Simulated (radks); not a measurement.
Species: Ta4+. Configuration: [Xe] 4f14 5d1.

Calculated with a radial shooting solver on a logarithmic mesh with Libxc functionals: Dirac Kohn-Sham, PBEsol, spin-unpolarised, spherical densities, finite nucleus; open shells fill j = l - 1/2 first; Fermi nuclear charge, rms radius 5.3507 fm.

Energy parts (eV):
total: -424931.40
kinetic: 476777.53
electron-nucleus: -1056869.78
Hartree: 163634.85
exchange-correlation: -8474.01

Orbitals (lengths in bohr, moments of r in powers of bohr):
| orbital | occ. | eigenvalue (eV) | <1/r> |
|---|---|---|---|
| 1s1/2 | 2 | -67271.47 | 85.37 |
| 2s1/2 | 2 | -11586.41 | 20.73 |
| 2p1/2 | 2 | -11078.27 | 20.71 |
| 2p3/2 | 4 | -9808.858 | 17.50 |
| 3s1/2 | 2 | -2686.347 | 7.609 |
| 3p1/2 | 2 | -2459.861 | 7.527 |
| 3p3/2 | 4 | -2186.607 | 6.697 |
| 3d3/2 | 4 | -1803.000 | 6.590 |
| 3d5/2 | 6 | -1743.454 | 6.393 |
| 4s1/2 | 2 | -580.8968 | 3.195 |
| 4p1/2 | 2 | -487.4614 | 3.085 |
| 4p3/2 | 4 | -424.4697 | 2.795 |
| 4d3/2 | 4 | -270.6769 | 2.578 |
| 4d5/2 | 6 | -259.1046 | 2.508 |
| 4f5/2 | 6 | -67.8860 | 2.024 |
| 4f7/2 | 8 | -65.8944 | 1.994 |
| 5s1/2 | 2 | -114.6055 | 1.232 |
| 5p1/2 | 2 | -87.1123 | 1.109 |
| 5p3/2 | 4 | -77.9311 | 1.013 |
| 5d3/2 | 1 | -41.5937 | 0.7486 |
| 5d5/2 | 0 | -40.6413 | 0.7305 |

The highest occupied level is 5d3/2 at -41.594 eV. The density falls to 0.001 e/bohr^3 at r = 3.05 bohr. Summed over all electrons, <r^2> = 30.04 bohr^2, which gives a Langevin (diamagnetic) susceptibility term of -23.8 x 10^-6 cm^3/mol. The electron density at the nucleus is 1.311e+06 e/bohr^3. For comparison, the ionisation energy in NIST's Atomic Spectra Database is 48.27 eV (semi-empirical). In exact Kohn-Sham theory the highest level is minus the ionisation energy, but local and semilocal functionals leave it too shallow, through self-interaction and a potential that decays too fast; potentials with the right tail come closer.

Beside tabulated values, note that spin-unpolarised runs miss the spin-polarisation part of the exchange energy of open shells.
